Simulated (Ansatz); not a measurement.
```yaml
crystal:
  periodic: [false, false, false]
  atoms:
    - {symbol: C, position_ang: [-0.851699, 0.685285, -0.531803]}
    - {symbol: C, position_ang: [0.413036, 1.389658, -0.083699]}
    - {symbol: Si, position_ang: [0.930348, -0.431046, 0.825235]}
    - {symbol: C, position_ang: [-0.292069, -1.316692, -0.192808]}
    - {symbol: H, position_ang: [-1.316357, 0.406655, -1.358962]}
    - {symbol: H, position_ang: [-1.723334, 0.475099, 0.385097]}
    - {symbol: H, position_ang: [1.181623, 1.633445, -0.865289]}
    - {symbol: H, position_ang: [0.136079, 2.162021, 0.596812]}
    - {symbol: H, position_ang: [2.536109, -1.036963, 0.756212]}
    - {symbol: H, position_ang: [0.571265, -0.572424, 2.128974]}
    - {symbol: H, position_ang: [0.137817, -1.439941, -1.220746]}
    - {symbol: H, position_ang: [-1.001742, -1.966130, -0.063866]}
basis:
  gaussian: {orbitals: 6-31G}
total_charge: -1
magnetization: {spin_polarized: true, initial_magnetization: 1}
hamiltonian: {xc: {name: revPBE0}, dispersion: d3bjatm}
output: {forces: true}
```

```sh
$ ansatz run in.yaml --threads 2 --pin off --events-out ev --progress --plain --max-ram 4352MiB
```

Output, abridged:

```
Functional definition: revPBE0
777 factors; integrals over basis functions are off by at most 2.1e-4 eV
mean field evaluation 1: about -11105.4648 eV, gradient 2.3e1 eV
mean field evaluation 2: about -11102.3520 eV, gradient 3.1e1 eV
mean field evaluation 4: about -11108.3398 eV, gradient 1.9e0 eV
mean field evaluation 8: about -11108.3492 eV, gradient 8.2e-2 eV
mean field evaluation 16: about -11108.3493 eV, gradient 7.8e-5 eV
mean field -11108.34928798 eV, -408.2243068236 hartree, gradient 7.8e-5 eV, S^2 0.754261; 0 other end points of the search recorded, 0 dependent functions left out
reference -11108.34932006 eV, -408.2243080026 hartree; 21, 20 occupied and 35, 36 virtual orbitals, 777 factors
Total energy: -11108.92210079 eV, -408.2453573064 hartree
Atom 0 at    -0.851699     0.685285    -0.531803 Å, force    -1.242339     0.440138     6.645709 eV/Å
Atom 1 at     0.413036     1.389658    -0.083699 Å, force    -0.971956    -1.979266    -1.485805 eV/Å
Atom 2 at     0.930348    -0.431046     0.825235 Å, force     3.145179    -0.461751    -2.564670 eV/Å
Atom 3 at    -0.292069    -1.316692    -0.192808 Å, force     5.257731     3.759920    -3.058783 eV/Å
Atom 4 at    -1.316357     0.406655    -1.358962 Å, force    -1.459835    -0.518953    -4.470399 eV/Å
Atom 5 at    -1.723334     0.475099     0.385097 Å, force     2.374749     1.368397    -2.299560 eV/Å
Atom 6 at     1.181623     1.633445    -0.865289 Å, force    -0.862522     0.071558     0.639003 eV/Å
Atom 7 at     0.136079     2.162021     0.596812 Å, force     0.549760     0.915768     0.581378 eV/Å
Atom 8 at     2.536109    -1.036963     0.756212 Å, force    -1.356033     0.478970     0.159395 eV/Å
Atom 9 at     0.571265    -0.572424     2.128974 Å, force    -0.844805    -0.191217     3.830662 eV/Å
Atom 10 at     0.137817    -1.439941    -1.220746 Å, force    -0.208845    -0.150772     0.461711 eV/Å
Atom 11 at    -1.001742    -1.966130    -0.063866 Å, force    -4.381082    -3.732790     1.561358 eV/Å
Dipole moment:    -0.304932     0.341018    -0.204313 e Å
```

Hardware: 2 threads of an Intel Xeon Platinum 8259CL on a shared host. Wall time 2.6 s, peak host memory 0.18 GiB.
